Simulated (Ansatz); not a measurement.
Ansatz (a first-principles code) input:

Ansatz 0.2 input:
```yaml
crystal:
  periodic: [false, false, false]
  atoms:
    - {symbol: Ta, position_ang: [0.08377737, 0.15091545, 0.05662965]}
    - {symbol: O, position_ang: [1.29835533, -0.89852219, -0.45810981]}
    - {symbol: F, position_ang: [-0.82470385, -0.77739098, 1.34254634]}
    - {symbol: F, position_ang: [-1.00891733, 0.35198536, -1.39466697]}
basis:
  gaussian:
    orbitals: def2-TZVP
hamiltonian:
  xc: b3lyp
  dispersion: d3bj
total_charge: 1
phonons: {temperatures: {t_min: 298.15, t_max: 298.15, t_step: 100}}
```

Problem. Which total energy does the run end on?

Solution. -331.92049 Eh (B3LYP-D3(BJ)/def2-TZVP). The basis has 133 functions. The run takes around 50 core-seconds (rough).
